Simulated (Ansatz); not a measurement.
Basis-set series for Br2HInO (`[OH][In]([Br])[Br]`). Charge 0, multiplicity 1. In takes the def2 core potential. The structure was optimised at the PBE0-D4/def2-TZVP level. It is one conformer, not always the lowest.

| functional | basis | functions | energy (Eh) | HOMO (eV) | LUMO (eV) |
| --- | --- | --- | --- | --- | --- |
| PBE0-D4 | def2-SVP | 109 | -5413.03369 | -8.57 | -2.49 |
| PBE0-D4 | def2-QZVPP | 347 | -5413.88059 | -8.71 | -2.66 |
| ωB97M-V | def2-SVP | 109 | -5413.34714 | -10.75 | -0.50 |
| ωB97M-V | def2-QZVPP | 347 | -5414.18866 | -10.92 | -0.83 |

(1) Give the rows for def2-TZVPP. (Estimate.)

Answers

(1) Ansatz gave: 
| functional | basis | functions | energy (Eh) | HOMO (eV) | LUMO (eV) |
| --- | --- | --- | --- | --- | --- |
| PBE0-D4 | def2-TZVPP | 191 | -5413.76908 | -8.70 | -2.63 |
| ωB97M-V | def2-TZVPP | 191 | -5414.08122 | -10.90 | -0.73 |

Scalar relativity is left out up to krypton.
